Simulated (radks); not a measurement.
Results of a calculation; reference values are marked as such.
Fractional charge and spin in the 5s shell of terbium: the spin-up occupation runs from 0 to 1 and the spin-down occupation from 0 to 1; the fullest corner is Tb2+, [Kr] 4d10 4f(up 4.5, down 4.5) 5p6 5s(up 1, down 1). Code: a radial shooting solver on a logarithmic mesh with Libxc functionals. Model: scalar-relativistic Kohn-Sham, BLYP, spin-polarised, spherical densities, finite nucleus; Fermi nuclear charge, rms radius of each element as measured or else 0.836 A^(1/3) + 0.57 fm. Energy (eV) above the fullest corner. The planes named below are the two flat planes that join the four corners, with an edge along up + down = one added electron.

\begin{tabular}{lrrrrr}
down \ up & 0 & 0.25 & 0.5 & 0.75 & 1 \\ \hline
0 & 151.358 & 129.149 & 107.870 & 87.512 & 68.065 \\
0.25 & 129.149 & 107.930 & 87.630 & 68.239 & 49.744 \\
0.5 & 107.870 & 87.630 & 68.297 & 49.858 & 32.302 \\
0.75 & 87.512 & 68.239 & 49.858 & 32.359 & 15.726 \\
1 & 68.065 & 49.744 & 32.302 & 15.726 & 0.000 \\
\end{tabular}

Corners above the fullest one (they belong to Tb3+ and the next ion): (up 1, down 0) 68.065 eV, (up 0, down 1) 68.065 eV, (up 0, down 0) 151.36 eV. With half an added electron in each spin the energy lies 0.232 eV from the planes, and with half an added electron in spin up alone -1.841 eV. The planes are only a guide here: the flat-plane condition holds for ground states with one frontier orbital, while this shell lies below other occupied shells, so the corners above the fullest one are inner-hole states and not the ground states of those ions.
